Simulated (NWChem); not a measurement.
C$_{3}$H$_{5}$ClSi; SMILES C#CC[SiH2]Cl

```xyz
10

C      1.0491    -2.6328    -0.3103
C      0.1683    -1.9215     0.1106
C     -0.8833    -1.0310     0.5831
Si    -0.8833     0.6497    -0.3018
Cl     0.8218     1.7340     0.1877
H      1.8274    -3.2665    -0.6698
H     -1.8757    -1.4777     0.4176
H     -0.7981    -0.8590     1.6647
H     -2.0585     1.4382     0.1470
H     -0.9092     0.4680    -1.7710
```
Atoms are numbered in this order, from 1.

Program: NWChem. Pople sets run with spherical d functions. Structure relaxed at the B3LYP/6-31G* (spherical d) level. Vzz is the largest principal value of the second derivative of the potential at the nucleus (NWChem prints the opposite sign); η is the asymmetry. Non-relativistic.

```
level          Vzz Cl5 (a.u.)  η Cl5  relative time
-------------  --------------  -----  -------------
PBE/def2-SVP            2.127   0.04              1
PBE/6-31G*              2.155   0.05              1
B3LYP/cc-pVTZ           2.075   0.04              7
B3LYP/6-31G*            2.112   0.04              1
```

Relative times are rough (shared machine, one core).
